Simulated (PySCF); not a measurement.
Species: C4H9As2N.
Atom-mapped SMILES: `[N:1]#[C:2][CH2:3][C@@H:4]([AsH2:5])[CH2:6][AsH2:7]` (hydrogens: H8, H9 on C3; H10 on C4; H11, H12 on As5; H13, H14 on C6; H15, H16 on As7)

Structure used (PBE0-D3(BJ)/def2-SVP), in Å, numbered top down from 1:
```
atom  x, y, z in Å
N1    -0.900    0.575    2.669
C2    -0.767   -0.200    1.819
C3    -0.583   -1.143    0.721
C4    -0.432   -0.454   -0.644
As5   -2.193    0.317   -1.202
C6     0.714    0.543   -0.690
As7    2.487   -0.290   -0.307
H8    -1.435   -1.842    0.715
H9     0.313   -1.749    0.945
H10   -0.252   -1.259   -1.377
H11   -1.630    0.999   -2.445
H12   -2.057    1.584   -0.365
H13    0.538    1.377    0.007
H14    0.798    0.972   -1.699
H15    3.265    1.011   -0.462
H16    2.414   -0.130    1.209
```

Computed, not measured: PBE0-D3(BJ)/def2-SVP geometry optimisation, gas phase in PySCF.

Masses are those of the commonest isotopes; rigid-rotor values at the optimised geometry. The values belong to one conformer with, in the numbering `[N:1]#[C:2][CH2:3][C@@H:4]([AsH2:5])[CH2:6][AsH2:7]`, C2–C3–C4–As5 -71°, C3–C4–As5–H 175° and 82°, C3–C4–C6–As7 60°, C4–C6–As7–H 180° and -88°.

Task: What are A, B and C (GHz)?

Result: Ia = 299.99, Ib = 948.77, Ic = 1159.65 u·Å²; 505379 MHz·u·Å²/I gives 1685, 532.7 and 435.8 MHz, that is A = 1.6846, B = 0.5327, C = 0.4358 GHz.

Task: Classify the top.

Result: An asymmetric top. Ray's parameter κ = (2B − A − C)/(A − C) = -0.845; −1 is the prolate and +1 the oblate limit.

Task: What does the inertial defect say?

Result: Not planar: Δ = Ic − Ia − Ib = -89.12 u·Å². For a rigid frame Δ = −2 Σ m c², so Σ m c² = 44.56 u·Å² lies off the ab plane: 15.41 from hydrogen and 29.15 from heavier atoms. The atom farthest from that plane is 1.90 Å away.

Task: Give the other two planar moments, Paa and Pbb, and the rms extents of the mass along the axes.

Result: Paa = Σ m a² = (Ib + Ic − Ia)/2 = 904.22 and Pbb = Σ m b² = (Ia + Ic − Ib)/2 = 255.44 u·Å². With the mass M = 220.92 u, the rms extents √(P/M) along a, b and c are 2.02, 1.08, 0.45 Å.

Task: Where do the levels up to J = 3 lie, in MHz?

Result: Above 0(0,0):
J = 1: 1(0,1) 968, 1(1,1) 2120, 1(1,0) 2217
J = 2: 2(0,2) 2900, 2(1,2) 3961, 2(1,1) 4251, 2(2,1) 7707, 2(2,0) 7713
J = 3: 3(0,3) 5782, 3(1,3) 6717, 3(1,2) 7298, 3(2,2) 10612, 3(2,1) 10642, 3(3,1) 16618, 3(3,0) 16618

Task: Which types of transition are allowed, and where do some lines up to J = 3 fall?

Result: The dipole components are |μa| = 0.44 D, |μb| = 2.68 D, |μc| = 1.38 D. The squared components, which scale the intensities, stand as 0.03 : 1.00 : 0.27 (a : b : c). Some lines, for components of 0.1 D or more:

| type | branch | J(Ka,Kc) | MHz | lower level (cm⁻¹) |
| --- | --- | --- | --- | --- |
| a | Q | 3(1,2) ← 3(1,3) | 581 | 0.224 |
| a | R | 1(0,1) ← 0(0,0) | 968 | 0.000 |
| b | Q | 1(1,0) ← 1(0,1) | 1249 | 0.032 |
| b | Q | 3(1,2) ← 3(0,3) | 1516 | 0.193 |
| a | R | 2(1,1) ← 1(1,0) | 2034 | 0.074 |
| b | R | 1(1,1) ← 0(0,0) | 2120 | 0.000 |
| a | R | 3(0,3) ← 2(0,2) | 2882 | 0.097 |
| a | R | 3(2,2) ← 2(2,1) | 2905 | 0.257 |
| a | R | 3(2,1) ← 2(2,0) | 2929 | 0.257 |
| b | R | 2(1,2) ← 1(0,1) | 2992 | 0.032 |
| c | Q | 2(2,1) ← 2(1,1) | 3456 | 0.142 |
| b | R | 3(1,3) ← 2(0,2) | 3818 | 0.097 |
| b | Q | 3(2,2) ← 3(1,3) | 3895 | 0.224 |
| c | R | 2(2,0) ← 1(1,0) | 5496 | 0.074 |
| c | R | 2(2,1) ← 1(1,1) | 5587 | 0.071 |
| c | Q | 3(3,1) ← 3(2,1) | 5976 | 0.355 |
| b | R | 3(2,2) ← 2(1,1) | 6361 | 0.142 |
| b | R | 3(2,1) ← 2(1,2) | 6681 | 0.132 |
| c | R | 3(3,1) ← 2(2,1) | 8911 | 0.257 |
| b | R | 3(3,0) ← 2(2,1) | 8911 | 0.257 |

Task: Estimate the classical rotational partition function at 100 K, 298.15 K and 500 K.

Result: Point group C1, symmetry number σ = 1; q = (√π/σ)·√((kT/h)³/(ABC)), k/h = 20836.6 MHz/K: 270000 at 100 K, 1390000 at 298.15 K, 3010000 at 500 K.

Stationary, but not proved a minimum. No vibrational averaging or centrifugal distortion is included, and the geometry carries the error of its method. Quadrupole hyperfine structure (14N, 75As) is left out.

On an Arm Neoverse V1 with one thread, shared host, this took 1.7 min and 0.83 GiB of memory at its peak. That covers the optimisation of the geometry.
